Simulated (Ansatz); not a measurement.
Gas-phase electronic energies from Ansatz, PBE0-D4/def2-TZVP geometries. CCSD(T)/CBS is the MP2 limit (def2-TZVPP, def2-QZVPP) plus CCSD(T) − MP2 in def2-TZVPP, frozen cores. This one scheme is used for every species. Functionals use def2-TZVPP. Elements past krypton have def2 core potentials. For Sb outer-core shells are correlated without core-valence functions, which leaves a few kJ/mol of doubt a bond.

Consider the hydrogenolysis of the Sb–Si bond: `[SiH3][SbH][SiH3]` + H₂ → `[SiH3][SbH2]` + SiH₄.

`[SiH3][SbH][SiH3]`:

```xyz
10

Si   -0.393    1.453   -1.045
Sb    1.177    0.787    0.877
Si   -0.047   -1.461    1.106
H    -0.586    0.355   -2.028
H     0.156    2.643   -1.748
H    -1.712    1.813   -0.461
H     2.297    0.109   -0.223
H    -0.281   -2.115   -0.208
H     0.748   -2.375    1.969
H    -1.358   -1.209    1.760
```

H₂:

Cartesian coordinates in Å:
```
H 0.324 0.184 0.007
H -0.324 -0.184 -0.007
```

`[SiH3][SbH2]`:

Z-matrix (Å, degrees):
```
Si
Sb 1 2.574
H 1 1.485 2 112.8
H 1 1.487 2 108.7 3 -121.0
H 1 1.487 2 108.6 3 121.0
H 2 1.708 1 90.9 3 -46.0
H 2 1.709 1 91.0 3 45.5
```

SiH₄:

Cartesian coordinates in Å:
```
Si 0.000 0.000 0.000
H -0.193 -0.834 1.213
H -0.890 1.186 0.069
H -0.331 -0.798 -1.207
H 1.414 0.446 -0.074
```

```tsv
level	ΔE (kJ/mol)
r2SCAN0	19.2
LC-ωPBE	11.7
```

(1) What does CCSD(T)/CBS give? (An estimate is asked.)

(2) What do rigid-rotor, harmonic-oscillator terms from PBE0-D4/def2-TZVP frequencies (298.15 K, 1 bar) make of the CCSD(T)/CBS value? (Best estimate.)

Largest T1 diagnostic among the species: 0.014.

Answers

(1) The calculation gave: +23.4 kJ/mol. The listed levels differ from it by -4.2, -11.7 kJ/mol.

(2) Ansatz gave: ΔZPE = +6.9 kJ/mol, ΔH = +25.5 kJ/mol, ΔS = 8 J/(mol·K), ΔG = +23.1 kJ/mol.

Leaving LDA and LC-ωPBE aside and taking each functional with its dispersion term where it has one, the values, not all of them listed here, spread over 23.3 kJ/mol, from B97M-V to revPBE-D4. At CCSD(T), def2-SVP lies −19.5 kJ/mol from the extrapolated value and def2-TZVPP −8.7 kJ/mol. The D4 term adds +13.1 kJ/mol with B3LYP and +7.3 kJ/mol with PBE0; it sums over pairs of atoms, weighted by their polarisabilities, and B3LYP, whose exchange is more repulsive, gets the larger term.

B3LYP here is the variant with VWN-RPA as its local correlation; programs differ in this.
